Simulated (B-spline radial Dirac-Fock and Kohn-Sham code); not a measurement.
**What relativity does to the binding energies of Eu⁴⁶⁺**

System: europium as Eu⁴⁶⁺ in the configuration [Ne] 3s2 3p5.

Both columns are ΔSCF binding energies of the configuration average from an atomic code on a B-spline grid: non-relativistic Hartree-Fock with a point nucleus, and Dirac-Fock with a finite nucleus and the Coulomb interaction alone, averaged over the two j levels with weights 2j+1.

```tsv
shell	Hartree-Fock (eV)	Dirac-Fock (eV)	shift (eV)	shift (%)
1s	48926.8	51755.7	+2828.91	+5.78
2s	10228.8	10994.1	+765.37	+7.48
3s	4027.4	4253.3	+225.81	+5.61
3p	3887.3	3983.6	+96.27	+2.48
```

Relativity binds 1s, 2s, 3s, 3p more strongly, among those listed most of all 2s in relative terms.

Values without a named source are computed, but for edge energies of neutral atoms, which are taken from tables.
